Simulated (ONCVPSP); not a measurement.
## Reading a pseudo-wave (magnesium (Mg))

Columns: radius, all-electron u(r) and pseudo u(r) of the 2p shell (level -46.61 eV) of magnesium in the configuration [He] 2s2 2p6 3s2; PBE, scalar-relativistic, ONCV scheme, ONCVPSP 4.0.1.

```tsv
r (bohr)	all-electron	pseudo
0.062	0.1430	0.0597
0.125	0.4102	0.2281
0.188	0.6691	0.4671
0.250	0.8717	0.7218
0.312	1.0146	0.9488
0.375	1.1035	1.1176
0.438	1.1449	1.2097
0.500	1.1500	1.2309
0.562	1.1291	1.2005
0.625	1.0894	1.1383
0.688	1.0372	1.0633
0.750	0.9785	0.9886
0.812	0.9159	0.9181
0.875	0.8510	0.8509
0.938	0.7864	0.7863
1.000	0.7245	0.7245
1.062	0.6652	0.6651
1.125	0.6081	0.6080
1.188	0.5544	0.5543
1.250	0.5051	0.5050
1.312	0.4593	0.4593
1.375	0.4164	0.4163
1.438	0.3769	0.3768
1.500	0.3412	0.3412
1.562	0.3086	0.3085
1.625	0.2783	0.2783
```

(1) How many radial nodes do the two functions have?

(2) At about which radius was the pseudo-wave matched?

(3) Is the pseudo-wave norm-conserving?

Results:

(1) The all-electron 2p function has n − l − 1 = 0; the pseudo-wave has 0.

(2) 0.90 bohr, where the columns begin to agree (steps of 0.06 bohr).

(3) Yes: the ONCV scheme keeps the norm inside the radius equal to the all-electron one, which fixes the energy derivative of the logarithmic derivative at the level.
